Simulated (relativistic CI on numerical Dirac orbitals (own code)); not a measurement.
# What each ingredient does to the levels of Tc VIII

Base calculation: Dirac-Coulomb-Breit CI, separate exchange-only KLI orbitals for each configuration, model QED (radiative potential, 1s self-energy scaled to tabulated hydrogen-like ionisation energies), unscaled Slater integrals.

Configuration list (outside the closed core [Ar] 3d10): 4s2 4p6, 4s2 4p5 4d, 4s 4p6 4d, 4s2 4p5 4f, 4s2 4p5 5s, 4s 4p6 4f, 4s2 4p5 5p, 4s2 4p5 5d, 4s 4p6 5s, 4s2 4p5 6s, 4s2 4p5 6p, 4s 4p6 5p, 4s2 4p5 5f, 4s2 4p5 5g, 4s2 4p5 6d, 4s2 4p5 7s, 4s2 4p5 7p, 4s2 4p5 6f, 4s 4p6 5d, 4p6 4d2, 4p5 4d3, 4p5 4d2 4f, 4p5 4d2 5s, 4p5 4d2 5p, 4p6 4f2, 4p5 4d 4f2, 4p5 4f3, 4p5 4f2 5s, 4p5 4f2 5p. Double excitations out of closed p, d and f shells are left out; levels of such configurations are missing from the list, as are those of other unlisted configurations, and high levels can miss mixing partners. These lack a partner that the ground configuration has and come out too high: 4s2 4p5 5d, 4s2 4p5 6s, 4s2 4p5 6p, 4s2 4p5 5f, 4s2 4p5 5g.

Variants: (1) QED terms removed; (2) only the first 3 configurations. Shifts of the energy above 4s2 4p6 1S_0, in cm⁻¹, for the lowest level and the first level of each name with at least 55 % of one term (blank where a level changes its place among those of its configuration and J or its character, or is not in the variant):

```tsv
Level	Base	Δ(1)	Δ(2)
4s2 4p6 1S_0	0	0	0
4s2 4p5 4d 3P°_0	328360	+36	-79
4s2 4p5 4d 3P°_1	332309	+29	-74
4s2 4p5 4d 3P°_2	340333	+16	-65
4s2 4p5 4d 3F°_4	342538	+25	+1702
4s2 4p5 4d 3F°_3	346004	+30	+1468
4s2 4p5 4d 3F°_2	352726	+23	+1127
4s2 4p5 4d 3D°_3	367129	+24	+31
4s2 4p5 4d 3D°_1	377129	+6	-116
4s2 4p5 4d 3D°_2	384434	-19	-138
4s2 4p5 4d 1P°_1	480098	+7	+4971
4s2 4p5 5s 3P°_2	559663	-203	
4s2 4p5 5s 3P°_0	587213	-257	
4s 4p6 4d 3D_1	620286	+529	+23446
```

At this charge configurations can still be misplaced by up to about 7 % of their energy.

Ionisation energy from the two ground configurations alone: base 149.905 eV. The NIST ASD value (theoretical) is 150 eV.

LS names give the leading component of a level, which can be under half, so a name can repeat, a term be missing and a line seem to break the LS rules.
